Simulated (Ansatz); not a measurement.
Computed with Ansatz on PBE0-D4/def2-TZVP structures; ΔE is electronic, products minus reactants. CCSD(T)/CBS adds triple-zeta CCSD(T) − MP2 to the extrapolated MP2 energy (def2 sets, frozen cores). This one scheme is used for every species. DFT in def2-TZVPP. Triplets are unrestricted, without spin–orbit coupling. Each species was taken in one conformer, which may not be the lowest.

Consider the formal loss of a carbene: `BC(=N)CF` → `[CH2]` (triplet) + `BC(=N)F`.

| level | ΔE (eV) | difference from CCSD(T)/CBS |
| --- | --- | --- |
| PBE-D4 | 4.04 | -0.02 |
| BLYP-D4 | 3.94 | -0.12 |
| BHLYP-D4 | 3.88 | -0.18 |
| B2PLYP | 3.93 | -0.13 |
| r2SCAN | 3.72 | -0.34 |
| r2SCAN0 | 3.71 | -0.35 |
| MP2/def2-TZVPP | 4.04 | -0.02 |
| SCS-MP2/def2-QZVPP | 4.17 | 0.11 |
| HF/CBS(def2) | 2.61 | -1.45 |
| MP2/CBS(def2) | 4.16 | 0.10 |
| CCSD(T)/CBS | 4.06 | 0 |

Largest T1 diagnostic among the species: 0.014.

At CCSD(T), def2-SVP lies −0.15 eV from the extrapolated value and def2-TZVPP −0.12 eV. In def2-TZVPP, CCSD(T) changes the Hartree–Fock value by +1.33 eV (the triples alone add +0.09 eV) and MP2 by +1.43 eV.
